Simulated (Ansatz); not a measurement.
```
atom   x (Å)   y (Å)    z (Å)
   C  0.0000  0.0000  -1.1165
   S  0.0000  0.0000   0.4187
```

Basis set: def2-TZVP (spherical functions). Correlated methods keep 6 orbitals frozen. Charge 0, multiplicity 1.

Computed with Ansatz (development build ahead of 0.2.0); each method stands on the lowest determinant of its kind that the runs found. Restricted open shells among the atoms or ions are ROHF, correlated in semicanonical orbitals with singles.

The atomization energy at this shape (free ground-state atoms in the same class of orbitals less the molecule, no zero-point energy) of singlet CS:

| method | atomization energy |
| --- | --- |
| RHF-MP2 | 7.44 eV |

**Question.** What does RHF give?

**Answer.** 4.50 eV.
